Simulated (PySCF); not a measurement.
Pb(Br)2 cation (Br2Pb), SMILES [Br][Pb][Br] (connectivity only; charge and spin as stated), charge +1, multiplicity 2.

Geometry: PBE-D3(BJ)/def2-SVP. The multiplicity is an assumed one; other spin states were not compared. The isomer is the one that the SMILES or the coordinates give; other isomers of the formula were not compared. The def2 effective core potentials stand for the cores of Pb; spin–orbit coupling is left out.

Computed with TDA-CAM-B3LYP/def2-SVPD (PySCF).

Vertical excitations. The molecule is in vacuum.

```tsv
state	energy (eV)	λ (nm)	f	main pairs
root 1	1.12	1110	0.000	β HOMO→LUMO 99 %
root 2	2.01	616	0.019	β HOMO−1→LUMO 83 %, β HOMO−4→LUMO 13 %
root 3	2.04	608	0.000	β HOMO−2→LUMO 99 %
root 4	2.29	541	0.000	β HOMO−3→LUMO 99 %
root 5	3.06	405	0.078	α HOMO−1→LUMO 6 %, β HOMO−4→LUMO 72 %
root 6	3.73	332	0.000	α HOMO→LUMO 99 %
root 7	3.75	331	0.004	α HOMO−1→LUMO 32 %, β HOMO→LUMO+1 65 %
root 8	3.91	317	0.000	α HOMO−2→LUMO 22 %, β HOMO−1→LUMO+1 64 %, β HOMO−4→LUMO+1 12 %
root 9	4.30	288	0.041	α HOMO−1→LUMO 56 %, β HOMO→LUMO+1 21 %, β HOMO−1→LUMO+2 6 %, β HOMO−4→LUMO 5 %
root 10	4.31	288	0.002	α HOMO−2→LUMO 47 %, β HOMO−1→LUMO+1 35 %, β HOMO−4→LUMO+1 17 %
```
Unrestricted roots are not spin-pure.
